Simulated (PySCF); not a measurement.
**Exercise with solution: chemical shift, span and skew from a shielding tensor**

1,1,1-trichloroethane (C₂H₃Cl₃), SMILES CC(Cl)(Cl)Cl. Atoms are numbered in the order given.

```xyz
8

C      0.0000     0.0000     1.7633
C      0.0000     0.0000     0.2466
Cl     1.4466    -0.8352    -0.3615
Cl     0.0000     1.6703    -0.3615
Cl    -1.4466    -0.8352    -0.3615
H      0.0000    -1.0374     2.1254
H     -0.8984     0.5187     2.1254
H      0.8984     0.5187     2.1254
```

The structure is a stationary point at ωB97X-D3(BJ)/def2-SVP.

GIAO shieldings from PySCF with KT2/pcSseg-1, non-relativistic, no solvent. The symmetric part of the tensor of C2 has the principal values 45.7, 68.6, 68.6 ppm. The same nucleus in TMS has σ = 185.1 ppm at this level (PySCF, at its B3LYP-D3(BJ)/def2-TZVP geometry). Without spin–orbit terms, shifts of atoms bonded to Cl or Br come out too high.

**Question.** Work out the isotropic shielding, the ¹³C shift against TMS, the span and the skew.

**Answer.** 
σ(iso) = (σ11 + σ22 + σ33)/3 = 61.0 ppm. δ = σ(ref) − σ(iso) = 185.1 − (61.0) = 124.1 ppm.
Span Ω = σ33 − σ11 = 22.9 ppm. Skew κ = 3(σ(iso) − σ22)/Ω = -1.00, an axial tensor. Tumbling in solution averages the tensor to δ; in a static solid the shielding alone would spread this spin-1/2 line over Ω.
